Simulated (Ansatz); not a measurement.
# Abstraction of H: SbH2(CH3) + C3H5Te → SbH(CH3) + C3H6Te

Species: SbH2(CH3), singlet; C3H5Te `C=CC[Te]`, doublet; SbH(CH3), doublet; C3H6Te `C=CC[TeH]`, singlet. A radical takes H: the energy is the difference in strength between the Sb–H bond broken and the Te–H bond made.

Shapes, held fixed at every level: PBE0-D4/def2-TZVP. Flexible molecules stand in one conformer, not always the lowest. Programs: Ansatz 0.2.0. The zero-point and thermal change to 298 K, harmonic and unscaled (PBE0-D4/def2-TZVP), is -1.5 kJ/mol.

Question: Estimate ΔH(298 K) of this reaction.

Answer: The highest level, CCSD(T)/def2-TZVPP, gives ΔH(298 K) = -11.5 kJ/mol; the levels span -12.3 to -3.2. The column of differences is taken from that level and isn't an error. No measured value is set beside it here. Open shells run unrestricted unless RO is named. For atoms past krypton def2 sets carry core potentials with scalar relativity. Correlated rows may include outer-core shells of Sb, Te, which these sets cover unevenly.

```
                level                   kind  ΔH(298 K) (kJ/mol)  less CCSD(T)/def2-TZVPP
          HF/def2-SVP           Hartree–Fock                -3.5                     +8.0
        HF/def2-TZVPP           Hartree–Fock                -3.2                     +8.3
  B3LYP-D4/def2-TZVPP          global hybrid               -10.3                     +1.2
  BHLYP-D4/def2-TZVPP          global hybrid                -8.0                     +3.5
r2SCAN0-D4/def2-TZVPP          global hybrid               -12.3                     -0.8
        CCSD/def2-SVP  coupled cluster or CI               -10.1                     +1.4
   CCSD(T)/def2-TZVPP  coupled cluster or CI               -11.5                      0.0
```
